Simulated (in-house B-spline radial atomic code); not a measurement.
Configurations of Sr V (Sr4+), with energies counted from [Ar] 3d10 4s2 4p4. Method: Dirac-Hartree-Fock, average of configuration, Fermi nucleus of rms radius 4.224 fm. Calculated with a radial B-spline atomic code at the basis-set limit. Energies include first-order Breit, QED and recoil terms.

Occupations are held fixed; configurations that lie above the ionisation limit could autoionise.

```
        configuration  E - E(ref) (eV)  highest orbital  its <r> (bohr)
[Ar] 3d10 4s2 4p3 5f1           56.612            5f5/2           5.777
[Ar] 3d10 4s2 4p3 5g1           57.378            5g7/2           5.471
[Ar] 3d10 4s2 4p3 6g1           61.537            6g7/2           8.752
[Ar] 3d10 4s2 4p3 8s1           61.867            8s1/2            11.2
[Ar] 3d10 4s1 4p4 7d1           83.362            7d5/2           10.09
[Ar] 3d10 4s1 4p4 8g1           87.637            8g7/2           17.12
 [Ar] 3d9 4s2 4p4 5s1           154.88            5s1/2           2.823
 [Ar] 3d9 4s2 4p4 6s1           171.42            6s1/2           4.993
 [Ar] 3d9 4s2 4p4 5f1           177.58            5f5/2           5.682
```

**Question.** Order these further configurations by energy, lowest first.
A. [Ar] 3d9 4s2 4p5
B. [Ar] 3d10 4s2 4p3 6f1
C. [Ar] 3d10 4s2 4p3 7s1
D. [Ar] 3d10 4s2 4p3 4f1
E. [Ar] 3d10 4s1 4p4 7g1

**Answer.** D (48.57 eV), C (57.899 eV), B (61.058 eV), E (86.004 eV), A (117.85 eV).

**Question.** How far above the reference does [Ar] 3d10 4s2 4p3 5d1 lie?

**Answer.** 48.932 eV; its least bound orbital is 5d5/2 with <r> = 4.123 bohr.

**Question.** How far above the reference does [Ar] 3d9 4s2 4p4 8s1 lie?

**Answer.** 182.9 eV; its least bound orbital is 8s1/2 with <r> = 11.1 bohr.

**Question.** How far above the reference does [Ar] 3d10 4s2 4p3 7d1 lie?

**Answer.** 61.429 eV; its least bound orbital is 7d5/2 with <r> = 10.12 bohr.
